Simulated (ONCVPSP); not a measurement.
# Building the ONCV potential for bismuth (PBE, scalar-relativistic).

bismuth, optimised norm-conserving Vanderbilt (ONCV), made with ONCVPSP 4.0.1 (PBE, scalar-relativistic). Core [Kr] 4d10 4f14, reference 5s2 5p6 5d10 6s1 6p4. Waves: 5s+6s: rc 1.55 bohr, ncon 4, nbas 9, qcut 9.1 1/bohr, 2 projectors; 5p+6p: rc 1.45 bohr, ncon 4, nbas 7, qcut 10.2 1/bohr, 2 projectors; 5d: rc 1.35 bohr, ncon 4, nbas 8, qcut 6.2 1/bohr, local. Local part: the d channel. Core correction: Teter function, fcfact 4.75, rcfact 1.1.

Question: Estimate the cutoffs (Ha) at which the residual kinetic energy of the hardest occupied pseudo-wave falls to 1 and 0.1 mHa per electron.

Answer: 66 Ha and 122 Ha.

Question: Does the potential have ghost states?

Answer: No bound ghost flagged; no localised positive-energy state flagged.

Question: Which valence shell sets the plane-wave cutoff?

Answer: 5d: 66 Ha for 1 mHa per electron, against 33 Ha for 5p.

Question: Tests: 5s2 5p6 5d10 6s2 6p3; 5s2 5p6 5d10 6s2 6p2; 5s2 5p6 5d10 6s2 6p1; 5s2 5p6 5d10 6s0 6p5. Which has the largest error in its energy relative to the reference configuration, and how large is it?

Answer: 5s2 5p6 5d10 6s2 6p1, with -9.5 meV (all-electron minus pseudo) on +13.08 eV.
